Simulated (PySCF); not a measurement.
**Kr⁺: ionisation energy**

Kr⁺ [Ar] 3d10 4s2 4p5 (2P) → Kr²⁺ [Ar] 3d10 4s2 4p4 (3P), as a difference of total energies. Computed with PySCF 2.14 in jorge-DZP-DKH (8s6p2d1f, 43 functions), with the spin-free X2C one-electron Hamiltonian (Gaussian nucleus). Correlated levels: valence: [Ar] 3d10 frozen. The calculations carry no spin-orbit coupling.

```
           method  ionisation energy (eV)
              UHF                  23.350
           M06-2X                  24.298
            M06-L                  24.346
    MP2 (valence)                  23.545
SCS-MP2 (valence)                  23.538
   CCSD (valence)                  23.553
CCSD(T) (valence)                  23.557
```

Q: How much does correlation contribute at CCSD(T) (valence)?

A: 23.557 − (23.350) = 0.207 eV, measured against UHF.

The reference lies between the lowest fine-structure levels, while these numbers refer to the centres of the terms.

Errors of the correlated levels include the incompleteness of this basis and the frozen core.

For comparison: 24.360 eV (measured; NIST Atomic Spectra Database, ionization energies).
